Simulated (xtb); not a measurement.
SbHCl₂, SMILES [Cl][SbH][Cl]. All values are semi-empirical tight-binding results from xtb (GFN2-xTB unless named), good for trends rather than for accurate numbers. Coordinates come from a GFN2-xTB optimisation.

Optimised geometry:

```xyz
4

Sb    -0.0348     0.6234     0.0000
H      1.6771     0.7154     0.0000
Cl     0.0029    -0.9562     1.7348
Cl     0.0029    -0.9562    -1.7348
```

For metal compounds this method's bond lengths and energies can be far off.

| Property | Value |
|---|---|
| point group as xtb finds it | Cs |
| orbital gap | 4.29 eV |
| zero-point energy | 4.9 kcal/mol |
| G − E(el) at 298.15 K (modified RRHO) | -14.2 kcal/mol |

Computed atomic charges and the Wiberg bond orders between heavy atoms:
charges (e) Sb1 0.39, H2 -0.03, Cl3 -0.18, Cl4 -0.18. Bond orders Sb1–Cl3 1.20, Sb1–Cl4 1.20.
